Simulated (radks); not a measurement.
Results of a calculation; reference values are marked as such.
The carbon anion C4-, [Ne], held by a Watson sphere: a shell of charge +4 at radius R that stands for the Madelung well of a crystal (potential energy -4/R inside, -4/r outside, in hartree with lengths in bohr). Level of theory: scalar-relativistic Kohn-Sham, LDA (Slater exchange, Perdew-Wang correlation), spin-polarised, spherical densities, finite nucleus; Fermi nuclear charge, rms radius of each element as measured or else 0.836 A^(1/3) + 0.57 fm (a radial shooting solver on a logarithmic mesh with Libxc functionals). Response by self-consistent Sternheimer equations with the Hartree and adiabatic LDA kernel, the relativistic mass of each level held fixed and spin-orbit coupling left out. The sphere does not respond.

R (bohr)  e(1s) (eV)  e(2s) (eV)  e(2p) (eV)  <r> 2p (bohr)  sum of <r^2> (bohr^2)  X-ray form factor at sin(theta)/lambda = 0.2 1/angstrom  alpha (bohr^3)
2.16         -263.61     -15.188      -7.231          2.070                  39.57                                                    4.188           29.91
2.35         -264.13     -14.372      -6.698          2.179                  43.58                                                    3.989           37.08
2.4          -264.26     -14.172      -6.567          2.208                  44.66                                                    3.943           39.19
3.03         -265.44     -12.173      -5.187          2.571                  59.39                                                    3.547           76.57
3.3          -265.75     -11.569      -4.735          2.730                  66.40                                                    3.466           100.2
3.9          -266.18     -10.645      -3.963          3.092                  83.71                                                    3.405           174.4
